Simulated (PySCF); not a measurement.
Does the answer move with the share of exact exchange?

C₃H₈BNS.
Bonds: C1–C2 (double), C2–S3, S3–C4, C4–B5, B5–N6. Hydrogens: H7, H8 on C1; H9 on C2; H10, H11 on C4; H12 on B5; H13, H14 on N6.

Torsions of this conformer, `[CH2:1]=[CH:2][S:3][CH2:4][BH:5][NH2:6]`: C1–C2–S3–C4 179°, C2–S3–C4–B5 -172°, S3–C4–B5–N6 6°, H–N6–B5–C4 1°, H–N6–B5–C4 179°.

PySCF, pcSseg-1 basis, density fitting, gas phase, PBE0-D3(BJ)/def2-SVP geometry. One functional is left out:

```
functional  exact exchange (%)  HOMO energy (eV)  LUMO energy (eV)  dipole moment (D)
     B97-D                   0             -4.91             -0.67              1.302
      BLYP                   0             -4.77             -0.62              1.354
      BP86                   0             -5.05             -0.87              1.332
       LDA                   0             -5.08             -1.01              1.340
      OPBE                   0             -4.94             -0.66              1.295
       PBE                   0             -4.95             -0.78              1.332
     B97-2                  21             -5.80              0.13              1.195
      PBE0                  25             -6.03              0.16              1.193
  mPW1PW91                  25             -6.06              0.15              1.191
 BHandHLYP                  50             -6.96              1.25              1.107
```

Predict the row of B3LYP (20 % exact exchange) by straight lines through the other rows, and check it.

```json
{"property": "HOMO energy (eV)", "line": "-5.78", "computed": "-5.80", "computed − line": "-0.02", "B97-2 (21 %), for comparison": "-5.80"}
{"property": "LUMO energy (eV)", "line": "0.02", "computed": "-0.03", "computed − line": "-0.05", "B97-2 (21 %), for comparison": "0.13"}
{"property": "dipole moment (D)", "line": "1.227", "computed": "1.236", "computed − line": "+0.009", "B97-2 (21 %), for comparison": "1.195"}
```

Which of these properties follows the share of exact exchange most closely, and which least?

Most closely the HOMO energy, least the dipole moment; the correlations over the tabulated rows are HOMO energy -0.992, LUMO energy 0.986, dipole moment -0.967. The HOMO energy moves by -0.411 eV for every 10 %. Functionals with the same share still differ in their other parts: at 0 % BLYP and LDA differ by 0.31 eV in it.
